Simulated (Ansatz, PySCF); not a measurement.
The pair A = C2H2 (SMILES C#C) (first 4 atoms), B = GeH4 (SMILES [GeH4]); geometry from B3LYP-D3(BJ)/def2-TZVP.
(charge 0, multiplicity 1):
```xyz
9

C      0.0591     0.5301    -0.2626
C     -0.1087    -0.6543    -0.2263
H      0.2076     1.5819    -0.2931
H     -0.2579    -1.7058    -0.1901
Ge     0.0212     0.0498     3.4900
H     -0.7548    -1.1850     3.0109
H      0.0031     0.0919     5.0280
H     -0.6432     1.3207     2.9429
H      1.4742    -0.0285     3.0034
```

Correlated levels freeze the cores. Filled d and f shells under p-block atoms count as core. Rows in 6-31G* carry no dispersion term and start afresh at each structure (6-31G* with six Cartesian d functions); the Pople sets are all-electron and without relativity. MP2/6-31G* freezes PySCF's default core, which leaves 3d correlated.

Programs: Ansatz (a first-principles code) with Gaussian orbitals; PySCF for 6-31G* rows. Each number belongs to the level named beside it.

Total energies (hartree), monomers frozen at their geometry in the pair:

```
structure              HF/aug-cc-pVDZ     MP2/6-31G*  MP2/aug-cc-pVDZ
---------------------  --------------  -------------  ---------------
AB                      -2154.4720278  -2154.7052870    -2154.8549535
A in the pair's basis     -76.8288169    -77.0674988      -77.0911486
B in the pair's basis   -2077.6441703  -2077.6378863    -2077.7622533
A                         -76.8286787    -77.0659344      -77.0905179
B                       -2077.6439152  -2077.6376296    -2077.7617026
```

Problem. Work out the interaction energy without and with the counterpoise correction, and the superposition error, for each level.

Solution. 
E(AB) − E(A) − E(B), times 627.509 kcal/mol, with the monomers in their own basis and then in the pair's basis:
- HF/aug-cc-pVDZ: 0.36 uncorrected, 0.60 corrected; the monomers gain 0.25 kcal/mol from borrowed functions
- MP2/6-31G*: -1.08 uncorrected, 0.06 corrected; the monomers gain 1.14 kcal/mol from borrowed functions
- MP2/aug-cc-pVDZ: -1.71 uncorrected, -0.97 corrected; the monomers gain 0.74 kcal/mol from borrowed functions
